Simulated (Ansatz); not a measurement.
Basis sets compared for the cluster Li₅Al₅⁺. Total charge 1; doublet. Geometry PBE0-D4/def2-SVP. Ansatz on 4 threads of Arm Neoverse V2 on a shared host; times are rough, and most runs start from earlier orbitals.

Cartesian coordinates in Å:
```
Li 3.509 0.291 -0.694
Li -3.157 0.531 -2.661
Li 1.101 2.279 2.549
Li -0.897 -2.556 -1.829
Li -2.986 -0.863 1.003
Al 1.067 -1.183 -0.566
Al 2.283 0.053 1.667
Al -0.548 0.154 1.598
Al -1.270 -0.054 -0.909
Al 0.899 1.348 -0.158
```

Another isomer (doublet) lies 1.46 eV lower at PBE0-D4/def2-TZVP; other spin states weren't run for this one.

| level | functions | energy (Eh) | HOMO (eV) | LUMO (eV) | wall time |
| --- | --- | --- | --- | --- | --- |
| PBE-D4/def2-SVP | 135 | -1248.4783 | -6.46 | -6.00 | 6 s |
| PBE0-D4/def2-SVP | 135 | -1248.6035 | -7.03 | -5.34 | 7 s |

Task: Estimate the rows for PBE-D4/def2-TZVP (with forces), PBE0-D4/def2-TZVP.

Result: 
```
                         level  functions  energy (Eh)  HOMO (eV)  LUMO (eV)  wall time
PBE-D4/def2-TZVP (with forces)        255   -1248.9338      -6.42      -5.95       10 s
             PBE0-D4/def2-TZVP        255   -1249.0509      -6.99      -5.29       23 s
```
